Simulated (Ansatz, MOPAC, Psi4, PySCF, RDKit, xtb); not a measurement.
Dimer: N2 (SMILES N#N) (first 2 atoms) with CH3F (SMILES CF); geometry from B3LYP-D3(BJ)/def2-TZVP, rigid monomers moved along the line of their centres of mass till N1···F4 is 4.32 Å.
(charge 0, multiplicity 1):
```xyz
7

N     -0.43196     0.02127    -0.04456
N      0.49951     0.05338    -0.61087
C     -0.30573    -0.78930     4.65803
F      0.91146    -0.76295     3.98559
H     -1.10544    -0.60512     3.94022
H     -0.43032    -1.77027     5.11824
H     -0.29964    -0.01255     5.42370
```

```csv
level,interaction energy (meV),"minus MP2/CBS(aug-cc-pVDZ, aug-cc-pVTZ) + ΔCCSD(T)/aug-cc-pVDZ"
MMFF94,-5.6,6.1
GFN-FF,-5.9,5.8
PM6,-10.6,1.1
GFN1-xTB,-5.7,5.9
HF/STO-3G (no counterpoise),-5.7,6.0
HF/6-31G* (no counterpoise),-6.1,5.6
PBE/def2-TZVPPD,-8.5,3.2
PBE-D4/def2-TZVPPD,-12.5,-0.9
r2SCAN/def2-TZVPPD,-7.2,4.4
B3LYP/6-31G*,-3.9,7.8
PBE0/def2-TZVPPD,-7.2,4.4
PBE0-D3(BJ)/def2-TZVPPD,-13.0,-1.4
PBE0-D4/def2-TZVPPD,-11.7,-0.1
M06-2X/6-31G* (no counterpoise),-8.5,3.1
MP2/6-31G*,-9.7,2.0
MP2/aug-cc-pVDZ,-11.9,-0.3
SCS-MP2/aug-cc-pVTZ,-10.9,0.8
CCSD(T)/aug-cc-pVDZ,-11.1,0.5
"MP2/CBS(aug-cc-pVDZ, aug-cc-pVTZ) + ΔCCSD(T)/aug-cc-pVDZ",-11.7,0.0
SAPT0/jun-cc-pV(D+d)Z,-10.0,1.6
```

 The comparison column counts from a level with limits of its own.

The rows run from -13.0 (PBE0-D3(BJ)/def2-TZVPPD) to -3.9 meV (B3LYP/6-31G*). The dispersion term adds -4.1 in PBE-D4, -5.8 in PBE0-D3(BJ), -4.5 in PBE0-D4. The 3 functionals in def2-TZVPPD without D3 or D4 span 1.2, from PBE to r2SCAN.

Interaction energies are E(AB) − E(A) − E(B) at the monomers' geometry in the complex; basis-set methods are counterpoise corrected. Rows marked so take none.

Frozen-core correlation. CBS: X⁻³ extrapolation of the correlation energy, Hartree–Fock from the larger set. Rows in 6-31G*, STO-3G carry no dispersion term and start afresh at each structure (6-31G* with six Cartesian d functions). MP2/6-31G* freezes PySCF's default core. The state reached by PM6 isn't checked.

Run with Ansatz (Gaussian basis) for Hartree–Fock, density functionals and correlated methods; MOPAC for PM6 (differences of heats of formation); Psi4 for SAPT; PySCF for 6-31G* rows, STO-3G rows, the dispersion terms; RDKit for the force fields; xtb for the GFN methods. Each number belongs to the level named beside it.

Ansatz is an electronic-structure program.
